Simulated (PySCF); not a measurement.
C₄H₄N, SMILES C1=C[N]C=C1 (connectivity only; charge and spin as stated), charge -1, multiplicity 1.

The structure is a stationary point at B3LYP-D3(BJ)/def2-SVPD. The spin state was assumed, not searched. The isomer is the one that the SMILES or the coordinates give; other isomers of the formula were not compared.

Level of theory: SMD-ωB97X/def2-SVPD (PySCF).

Solvation free energies are E(SMD) − E(gas) at the gas-phase geometry, for 1 M in both phases.

Rank water, N,N-dimethylformamide, benzene by solvation free energy, most negative first.

water (-62.6 kcal/mol), N,N-dimethylformamide (-62.3 kcal/mol), benzene (-36.3 kcal/mol)
